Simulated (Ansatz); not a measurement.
Reaction (ligand exchange at the Sn–Br bond): `[CH3][SnH]([F])[Br]` + CH₃SH → `C[S][SnH]([CH3])[F]` + HBr

Computed with Ansatz on PBE0-D4/def2-TZVP structures; ΔE is electronic, products minus reactants. CCSD(T)/CBS adds triple-zeta CCSD(T) − MP2 to the extrapolated MP2 energy (def2 sets, frozen cores). This one scheme is used for every species. DFT in def2-TZVPP. Elements past krypton have def2 core potentials. For Br, Sn outer-core shells are correlated without core-valence functions, which leaves a few kJ/mol of doubt a bond. Scalar relativity is left out up to krypton. One conformer a species, not always the lowest.

```json
{"level": "revPBE", "ΔE (kJ/mol)": "48.8"}
{"level": "HF/def2-SVP", "ΔE (kJ/mol)": "60.1"}
{"level": "CCSD(T)/def2-SVP", "ΔE (kJ/mol)": "45.5"}
{"level": "MP2/def2-QZVPP", "ΔE (kJ/mol)": "44.5"}
```

(1) What does CCSD(T)/CBS give? (An estimate is asked.)

Largest T1 diagnostic among the species: 0.012.

Results:

(1) Ansatz gave: +46.2 kJ/mol. The listed levels differ from it by 2.6, 13.9, -0.7, -1.7 kJ/mol.

Leaving LDA and LC-ωPBE aside and taking each functional with its dispersion term where it has one, the values, not all of them listed here, spread over 11.9 kJ/mol, from revPBE-D4 to BHLYP-D4. LDA lies −6.3 kJ/mol from PBE without D4. The D4 term adds −6.8 kJ/mol with B3LYP and −4.0 kJ/mol with PBE0; it sums over pairs of atoms, weighted by their polarisabilities, and B3LYP, whose exchange is more repulsive, gets the larger term. From PBE to PBE0 (25 % exact exchange), in def2-TZVPP and without D4, ΔE moves by +3.8 kJ/mol.

B3LYP here is the variant with VWN-RPA as its local correlation; programs differ in this.
